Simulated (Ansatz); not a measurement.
`[OH][Ge]([F])([F])[SiH3]` → 2 F• + Ge• + 4 H• + O• + Si•  (atomization)

Isolated molecules relaxed with PBE0-D4/def2-TZVP in Ansatz; ΔE leaves out vibrations. CBS: MP2 limit from def2 TZ/QZ plus the TZ coupled-cluster correction, frozen cores. This one scheme is used for every species, atoms too. For atomizations the MP2-based limit and the directly extrapolated one differ by several kJ/mol either way, and by 10 to 25 for some Ge, Se and Sn compounds, so smaller differences from it don't rank the levels. Functionals use def2-TZVPP. B3LYP here is the variant with VWN-RPA as its local correlation; programs differ in this. Open shells (•) are unrestricted, without spin–orbit coupling. Spin–orbit coupling would lower the free atoms: a little for F, O, Si; clearly for Ge. Bonds to Ge are less sure, by a few kJ/mol each and by 10 to 20 or more in all where they break to atoms, as the def2 sets lack core-valence functions. Scalar relativity is left out up to krypton. Each species was taken in one conformer, which may not be the lowest.

`[OH][Ge]([F])([F])[SiH3]`:

```xyz
9

O    -1.377   -0.801   -1.320
Ge   -0.310    0.408   -0.634
F     0.757    0.943   -1.889
F    -1.255    1.827   -0.328
Si    0.849   -0.363    1.293
H    -1.867   -0.491   -2.088
H     1.718    0.742    1.757
H     1.649   -1.545    0.894
H    -0.163   -0.718    2.315
```

| level | ΔE (kJ/mol) | difference from CCSD(T)/CBS |
| --- | --- | --- |
| r2SCAN-D4 | 3033.1 | -15.6 |
| r2SCANh-D4 | 3001.0 | -47.7 |
| ωB97M-V | 3017.5 | -31.2 |
| PBE-QIDH | 2980.6 | -68.1 |
| PBE | 3030.4 | -18.3 |
| PBE0 | 2958.0 | -90.7 |
| B3LYP | 2968.2 | -80.5 |
| r2SCAN0 | 2950.4 | -98.3 |
| LC-ωPBE | 3005.2 | -43.5 |
| HF/def2-SVP | 2105.3 | -943.4 |
| MP2/def2-SVP | 2869.0 | -179.7 |
| SCS-MP2/def2-TZVPP | 3010.9 | -37.8 |
| CCSD/def2-TZVPP | 2917.8 | -130.9 |
| HF/def2-QZVPP | 2157.6 | -891.1 |
| MP2/def2-QZVPP | 3089.1 | 40.4 |
| CCSD/CBS(def2) | 3000.0 | -48.7 |
| CCSD(T)/CBS | 3048.7 | 0 |

Largest T1 diagnostic among the species: 0.013.

Leaving LDA and LC-ωPBE aside and taking each functional with its dispersion term where it has one, the values, not all of them listed here, spread over 154.0 kJ/mol, from BHLYP-D4 to ωB97X-V. LDA lies +450.6 kJ/mol from PBE without D4, its usual overbinding. At CCSD(T), def2-SVP lies −249.3 kJ/mol from the extrapolated value and def2-TZVPP −82.3 kJ/mol: correlation converges slowly with the basis, and small sets miss more of it in the bonded molecule than in its fragments.
